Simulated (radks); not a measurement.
Ru4+, configuration [Kr] 4d4.

All-electron calculation, Dirac Kohn-Sham, LDA (Slater exchange, Perdew-Zunger correlation), spin-unpolarised, spherical densities, finite nucleus; open shells are shared between the two j in proportion to 2j + 1; Fermi nuclear charge, rms radius 4.4809 fm. Program: a radial shooting solver on a logarithmic mesh with Libxc functionals.

Energy parts (hartree):
total: -4523.25418
kinetic: 4705.79301
electron-nucleus: -10870.74736
Hartree: 1769.13114
exchange-correlation: -127.43098

Orbitals (lengths in bohr, moments of r in powers of bohr; r(max) is where P^2 peaks):
orbital,occ.,eigenvalue (hartree),<1/r>,r(max),<r^2>,small-component weight
1s1/2,2,-806.6078,45.83,0.02174,0.001513,2.58e-02
2s1/2,2,-117.6508,10.48,0.1232,0.02500,5.33e-03
2p1/2,2,-108.9319,10.47,0.09549,0.01878,5.35e-03
2p3/2,4,-104.1287,9.916,0.09949,0.02013,5.16e-03
3s1/2,2,-22.28821,3.620,0.3622,0.1862,1.45e-03
3p1/2,2,-18.90300,3.526,0.3487,0.1826,1.40e-03
3p3/2,4,-18.08676,3.392,0.3583,0.1924,1.35e-03
3d3/2,4,-12.07210,3.217,0.2988,0.1749,1.24e-03
3d5/2,6,-11.91278,3.183,0.3016,0.1780,1.22e-03
4s1/2,2,-4.66869,1.376,0.9085,1.137,3.62e-04
4p1/2,2,-3.63613,1.265,0.9555,1.320,3.15e-04
4p3/2,4,-3.50236,1.225,0.9795,1.387,3.02e-04
4d3/2,1.6,-1.92335,0.9660,1.140,2.171,1.99e-04
4d5/2,2.4,-1.90632,0.9573,1.149,2.204,1.96e-04

The highest occupied level is 4d5/2 at -51.874 eV. Summed over all electrons, <r^2> = 22.67 bohr^2, which gives a Langevin (diamagnetic) susceptibility term of -18 x 10^-6 cm^3/mol. For comparison, the ionisation energy in NIST's Atomic Spectra Database is 59 eV (theoretical). In exact Kohn-Sham theory the highest level is minus the ionisation energy, but local and semilocal functionals leave it too shallow, through self-interaction and a potential that decays too fast; potentials with the right tail come closer.

Beside tabulated values, note that spin-unpolarised runs miss the spin-polarisation part of the exchange energy of open shells.
